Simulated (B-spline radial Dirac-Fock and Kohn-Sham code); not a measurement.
# Cross section and asymmetry of the 5p1/2 subshell of La⁺

System: lanthanum as La⁺, configuration [Xe] 5d2. The computed 5p1/2 threshold is 32.65 eV; without correlation, outer thresholds are uncertain by 1 to 2 eV. With an open shell the threshold is an average over the terms of the final ion.

Input of the calculation (task.json; shells as n, l, electrons):

```json
{"items": [{
  "Z": 57,
  "q": 1,
  "cfg": [[1, 0, 2], [2, 0, 2], [2, 1, 6], [3, 0, 2], [3, 1, 6], [3, 2, 10], [4, 0, 2], [4, 1, 6], [4, 2, 10], [5, 0, 2], [5, 1, 6], [5, 2, 2]],
  "A": 139,
  "rrms": 4.855,
  "do": ["binding", "quiet", "photo", "scan"],
  "hv": [21.22, 600, 1000, 1486.9, 2000, 2900.0, 3440.0, 4000, 5150.0, 5414.7, 18100.0, 22600.0, 26200.0, 40800.0, 100000, 148000.0]
}]}
```

Launch: `python xray_run.py task.json out`

These are calculated numbers from a radial B-spline solver; the model is a relativistic central-field model (Hartree-Slater potential of the initial state, Latter tail, multipole expansion of the photon field, Dirac-Fock thresholds). Interchannel coupling and autoionising resonances are not included, so magnitudes near threshold are approximate.

```
kinetic energy (eV)  σ (Mb)      β
                1.5    2.31   1.99
                1.9    2.25   2.00
                2.3    2.16   1.99
                2.9    2.07   1.99
                3.7    1.95   1.98
                4.6    1.81   1.96
                5.7    1.66   1.93
                7.2    1.49   1.89
                9.0    1.30   1.84
               11.2    1.10   1.77
               14.0   0.905   1.68
               17.5   0.716   1.56
               21.9   0.541   1.39
               27.4   0.392   1.16
               34.2   0.274   0.87
               42.8   0.189   0.53
               53.5   0.131   0.19
               66.9  0.0955  -0.03
               83.7  0.0740  -0.06
              104.7  0.0603   0.08
              130.9  0.0504   0.33
              163.6  0.0422   0.60
              204.6  0.0350   0.86
              255.8  0.0288   1.09
              319.9  0.0234   1.27
              400.0  0.0186   1.42
```

The cross section shows no minimum in this range. It is largest at the lowest energy, 2.31 Mb. β ranges from -0.06 (at 83.7 eV) to 2.00.
